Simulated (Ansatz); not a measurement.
Species: CH$_{2}$BI$_{2}$, charge 0, multiplicity 2. It need not be the lowest isomer of its formula. 
Coordinates optimised at B3LYP-D3(BJ)/def2-TZVP (Ansatz, a program for electronic structure):
SMILES: [CH2]B(I)I
```xyz
6

C     -2.3201    -0.2722     0.1413
B     -0.8331    -0.0977     0.0508
I      0.4680    -1.6587     0.7254
I     -0.0175     1.7115    -0.7529
H     -3.0138     0.4928    -0.1888
H     -2.7740    -1.1718     0.5414
```
Charge 0, spin multiplicity 2.

Dipole moments at this geometry, in debye (magnitudes).

```csv
level,program,dipole (D)
PBE/def2-TZVPD,Ansatz,1.25
BLYP/def2-TZVPD,Ansatz,1.21
BHLYP/def2-TZVPD,Ansatz,?
r2SCAN0/def2-TZVPD,Ansatz,1.62
CAM-B3LYP/def2-TZVPD,Ansatz,1.65
CCSD(T)/def2-SVPD,Ansatz,?
```

Q: Complete the blanks.

A: 
- BHLYP/def2-TZVPD, dipole (D): 1.71
- CCSD(T)/def2-SVPD, dipole (D): 1.44
